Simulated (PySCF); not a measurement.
Si(F)2(I)(OH) (F₂HIOSi), SMILES F[Si](I)(F)O. Atoms are numbered in the order given.

```xyz
6

O      1.5382     1.7145     0.0000
Si     0.0001     1.1805     0.0000
F     -0.8026     1.7354     1.2759
F     -0.8026     1.7354    -1.2759
I      0.0084    -1.2103     0.0000
H      1.6919     2.6657     0.0000
```

Geometry: PBE0-D3(BJ)/def2-SVP. This is a generated structure with no PubChem entry under its InChIKey; it may be hypothetical. The def2 effective core potentials stand for the cores of I; spin–orbit coupling is left out. Other conformers were not sampled.

Computed with TDA-M06-2X/def2-SVPD in PySCF 2.14.0.

Vertical excitations. Isolated molecule, no solvent. State labels are in the subgroup Cs.

```tsv
state	symmetry	energy (eV)	λ (nm)	f	main pairs
S1	A'	6.16	201	0.012	HOMO→LUMO 79 %
S2	A"	6.17	201	0.010	HOMO−1→LUMO 79 %
S3	A"	7.80	159	0.049	HOMO−1→LUMO+1 36 %, HOMO−1→LUMO+4 20 %, HOMO−1→LUMO 13 %, HOMO−1→LUMO+2 9 %
S4	A'	7.80	159	0.080	HOMO→LUMO+4 31 %, HOMO→LUMO+1 29 %, HOMO→LUMO+2 16 %, HOMO→LUMO 14 %
S5	A"	7.89	157	0.041	HOMO→LUMO+6 27 %, HOMO−1→LUMO+4 26 %, HOMO−1→LUMO+5 20 %, HOMO−1→LUMO+2 13 %
S6	A"	8.06	154	0.009	HOMO→LUMO+6 52 %, HOMO−1→LUMO+1 27 %, HOMO−1→LUMO+4 9 %
S7	A'	8.07	154	0.046	HOMO→LUMO+1 34 %, HOMO→LUMO+4 30 %, HOMO−1→LUMO+6 12 %, HOMO→LUMO+2 10 %
S8	A'	8.21	151	0.001	HOMO−1→LUMO+6 38 %, HOMO→LUMO+5 27 %, HOMO→LUMO+1 24 %
S9	A"	8.26	150	0.019	HOMO−1→LUMO+5 51 %, HOMO−1→LUMO+1 25 %, HOMO→LUMO+6 8 %
S10	A'	8.42	147	0.000	HOMO−2→LUMO 31 %, HOMO→LUMO+5 29 %, HOMO−1→LUMO+6 21 %
T1	A'	5.71	217	0	HOMO→LUMO 74 %
T2	A"	5.72	217	0	HOMO−1→LUMO 74 %
T3	A'	7.31	170	0	HOMO−2→LUMO 41 %, HOMO−1→LUMO+6 17 %, HOMO→LUMO+5 9 %, HOMO−2→LUMO+4 9 %
T4	A'	7.64	162	0	HOMO→LUMO+4 41 %, HOMO→LUMO+2 18 %, HOMO→LUMO 17 %, HOMO→LUMO+1 15 %
```
Triplets are in the Tamm–Dancoff approximation.
